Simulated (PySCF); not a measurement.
## [Ti(F)4] (charge 0, multiplicity 1)

The numbers are results of TPSSh-D3(BJ)/def2-TZVP // TPSS-D3(BJ)/def2-SVP (PySCF), not measurements.

| Property | Value |
|---|---|
| HOMO | -11.38 eV |
| dipole moment | 0.01 D |
| LUMO | -3.71 eV |
| HOMO–LUMO gap | 7.67 eV |
| charge on the central atom (Mulliken) | 1.66 e |
| charge on the central atom (meta-Löwdin) | 1.65 e |
| total energy | -1249.3323 Ha |
| cost | around 2.2 core-minutes (rough) |

```xyz
5

Ti    -0.0223    -0.0048    -0.0734
F     -1.4900     0.1941    -0.9928
F      0.1841     1.3644     0.9846
F      1.3361    -0.1097    -1.1607
F     -0.1177    -1.4642     0.8754
```
Charge 0, spin multiplicity 1.
